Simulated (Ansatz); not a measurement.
Basis-set series for `[SiH3]B[CH2][SnH3]`. Total charge 0; spin multiplicity 1. Sn: def2 effective core potential. The geometry is a stationary point of PBE0-D4/def2-TZVP. It is one conformer, not always the lowest.

| functional | basis | functions | energy (Eh) | HOMO (eV) | LUMO (eV) |
| --- | --- | --- | --- | --- | --- |
| PBE0-D4 | def2-SVP | 117 | -571.76069 | -7.82 | -1.31 |
| PBE0-D4 | def2-QZVPP | 536 | -571.96027 | -7.84 | -1.42 |
| ωB97M-V | def2-SVP | 117 | -571.82189 | -9.95 | 0.66 |
| ωB97M-V | def2-QZVPP | 536 | -572.02970 | -10.00 | 0.39 |

Q: Give the rows for def2-TZVPP. (Estimate.)

A: The calculation gave: 
```csv
functional,basis,functions,energy (Eh),HOMO (eV),LUMO (eV)
PBE0-D4,def2-TZVPP,280,-571.94425,-7.83,-1.40
ωB97M-V,def2-TZVPP,280,-572.01440,-10.00,0.47
```

Positive LUMOs are unbound and depend on the basis.

Computed with Ansatz.
